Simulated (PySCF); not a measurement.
Cost of one run: geometry optimisation, `[F][Hg]` [radical].

Method: PBE0-D3(BJ)/def2-SVP geometry optimisation, gas phase, def2 core potentials past Kr (PySCF 2.14.0). Work: geometry optimisation from a GFN2-xTB start shaken at random, density fitting, unrestricted. A driver script takes a list of jobs; this job's settings line and coordinates (Å) are shown.

Input:
```
{"job": {"xc": "PBE0", "basis": "def2-SVP", "d3": "d3bj", "grid": 1, "maxiter": 30, "shake": 0.01, "kind": "geom"}, "charge": 0, "multiplicity": 2}
F      1.166010    -0.029180     0.002220
Hg    -1.148520     0.000360    -0.014340
```

Hardware: an Arm Neoverse V1 with one thread, no GPU, shared host. PySCF's memory limit was set to 2320 MB.

Question: How large is the basis?

Answer: 46 functions.

Question: How long does the run take?

Answer: About 4.6 s. The run took 4 energy-and-gradient evaluations and 32 SCF cycles, 1.1 s an evaluation on average.

Question: How much memory does it need at the peak?

Answer: About 0.26 GiB. Peak memory is the resident size of the whole Python process, interpreter and libraries included.

Question: At this speed, how long would 100 such jobs take on 32 cores, one job a core?

Answer: 100/32 gives 4 rounds of 4.6 s, about 18 s of wall time and 0.13 core-hours, if the jobs don't slow each other.

The output:
```
step   0  E = -253.09702622  max force = 0.025053
step   1  E = -253.10467008  max force = 0.010813
step   2  E = -253.10531349  max force = 0.000072
step   3  E = -253.10531370  max force = 0.000022
optimisation converged
```

Energies in Eh; «max force» is the largest Cartesian gradient component in Eh/bohr.

Other jobs ran on the host; a repeat could differ by tens of per cent or more.
